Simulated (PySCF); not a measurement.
One of the candidates below gave these computed data.

All candidates are C7H9F.

* Rotational structure: rotational constants A, B, C: 4.535, 1.452, 1.202 GHz [GFN2-xTB]
* UV, first state: lowest singlet excitation: 6.35 eV (195 nm, f = 0.140) [TDDFT PBE0/def2-SVPD]
* Triplet: lowest triplet excitation (Tamm–Dancoff): 4.12 eV [TDA PBE0/def2-SVPD]
* Dipole: 2.05 D [PBE0/def2-SVPD]
* Polarisability: 76.5 au [PBE0/def2-SVPD]

Gas-phase values; electronic properties from PySCF, density fitting. Levels stand in brackets. Isolated species at its GFN2-xTB geometry (one conformer only).

Question: Which candidate is it?
A. `C=C(C)C1=C(CF)C1`
B. `C=CC(=C)/C=C/CF`
C. `FCC1=CC[C@@H]2C[C@H]12`

Answer: C. It is `FCC1=CC[C@@H]2C[C@H]12`. Numbering: `[F:1][CH2:2][C:3]1=[CH:4][CH2:5][C@@H:6]2[CH2:7][C@H:8]12`. Its formula, C7H9F, gives 3 degrees of unsaturation: 2 rings and 1 π bond in the structure found. The optimised geometry has point group C1 and is an asymmetric top.

The others, at the same levels:
- `C=CC(=C)/C=C/CF` fails: its computed lowest singlet excitation is 5.13 eV (241 nm, f = 0.186) (against 6.35 eV), lowest triplet excitation (Tamm–Dancoff) is 2.97 eV (against 4.12 eV) and static isotropic polarisability is 90.3 au (against 76.5 au).
- `C=C(C)C1=C(CF)C1` fails: its computed lowest singlet excitation is 5.16 eV (241 nm, f = 0.458) (against 6.35 eV), lowest triplet excitation (Tamm–Dancoff) is 2.96 eV (against 4.12 eV) and static isotropic polarisability is 88.8 au (against 76.5 au).

Each candidate is one conformer, not necessarily the lowest. Dipoles, sizes and rotational constants follow the conformer. The torsions of the flexible species, by atom-mapped SMILES:
- `[CH2:1]=[CH:2][C:3](=[CH2:4])/[CH:5]=[CH:6]/[CH2:7][F:8]`: C1–C2–C3–C4 150°, C2–C3–C5–C6 -30°, C5–C6–C7–F8 -3°
- `[CH2:1]=[C:2]([CH3:3])[C:4]1=[C:5]([CH2:6][F:7])[CH2:8]1`: C1–C2–C4–C5 180°, C4–C5–C6–F7 0°

The conformers of `FCC1=CC[C@@H]2C[C@H]12` aren't listed.
